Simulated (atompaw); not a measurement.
## Ge: one change to a PAW (atompaw) potential, before and after

* Element: Ge (Z = 32)
* Generator: atompaw 4.2.0.5
* Type: PAW
* Functional: LDA (PW92)
* Relativity: scalar-relativistic
* Frozen core: [Ar] 3d10
* Valence charge: 4
* Reference configuration: 4s1.75 4p2.25
* Partial waves: 4s (bound): rc 2.30 bohr; 4s channel at -0.45 Ry: rc 2.30 bohr; 4p (bound): rc 2.30 bohr; 4p channel at 2.2 Ry: rc 2.30 bohr; 4d channel at 0.2 Ry: rc 2.30 bohr; 4d channel at 2.1 Ry: rc 2.30 bohr
* Local potential: ultrasoft scheme with l = 3 at -0.5 Ry, radius 2.20 bohr
* Core correction: smooth core density matched at 1.60 bohr
* Augmentation charge: sinc compensation charge, radius 1.70 bohr; PAW radius 2.30 bohr; waves and projectors: custom rrkj gramschmidtortho

Change: local potential ultrasoft scheme with l = 3 at -0.5 Ry, radius 1.54 bohr.

Cutoffs: the cutoffs (Ry, on a coarse ladder) from which the occupation-weighted sum of valence levels, in a spherical-Bessel basis at the reference potential, stays within 10 and 1 mRy of its value at 400 Ry; they do not see the model core or the augmentation charge, which bear on the density cutoff.

What does the change do?

Both files are so soft that the ladder of cutoffs tells neither apart; the range in which the s phases agree narrows (upper end 3.1 → 2.1); neither file shows a bound ghost.

| quantity | base | changed |
| --- | --- | --- |
| cutoff, loose | 8 Ry | 8 Ry |
| cutoff, tight | 12 Ry | 12 Ry |
| bound ghosts | none | none |
| s: phases at 2.31 bohr within 0.05 rad from the reference energy up to (Ry; the scan ends near 5) | 3.1 | 2.1 |
| p: phases at 2.31 bohr within 0.05 rad from the reference energy up to (Ry; the scan ends near 5) | to the end of the scan | to the end of the scan |
| d: phases at 2.31 bohr within 0.05 rad from the reference energy up to (Ry; the scan ends near 5) | 3.4 | 2.7 |
| lowest overlap eigenvalue by channel | s 0.39, p 0.63, d 0.95 | s 0.31, p 0.54, d 0.95 |

 The cutoffs see the waves, projectors and local potential, not the compensation charge or the core.
